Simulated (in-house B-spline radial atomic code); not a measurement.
Removing one electron from Mg8+

Closed shell [He] 2s2. Computed with an all-electron radial atomic-structure program (B-spline basis): Koopmans values of Dirac-Hartree-Fock plus a diagonal self-energy, in second order or with its direct term screened (direct RPA, with the hole-particle interaction, or full time-dependent Hartree-Fock), linearised in energy; no-pair Dirac-Coulomb Hamiltonian, finite nucleus. Shifts add to the Koopmans value (the ΔSCF shift is orbital relaxation alone); the final value takes TDHF screening with Breit and QED.

Command:
```bash
python run_mb.py task.json out
```
Settings (nuclear radius in fm, box in bohr, cutoff in hartree):
```
basis_form          2
Z                   12
core_configuration  [He] 2s2
rms_radius          3.057
mass_number         24
speed_of_light      137.036
box_radius          8.273
lmax                7
intervals           63
virtual_cutoff      600.0
```

Time taken, with all properties: 1.3 s on 1 thread of Intel(R) Xeon(R) Platinum 8488C (shared host).

Energies in eV:

```json
{"subshell": "2s1/2", "Koopmans": "324.28", "ΔSCF shift": "-0.292", "second order": "?", "direct RPA": "?", "hole-particle": "?", "TDHF": "?", "Breit + QED": "?", "final": "?"}
```

Question: What does the self-energy do to 2s1/2?

Answer: It shifts the removal energy by 2.176 eV in second order, 0.967 with direct RPA, 1.059 with the hole-particle term and 2.027 with TDHF screening (quasi-particle weight 0.973); Breit and QED add -0.070 eV. The final value is 326.24 eV, against 327.99 ± 0.04 eV (NIST, semi-empirical). The mixing of s² with p² in the ground state is caught to low order only, which falls short in light ions.
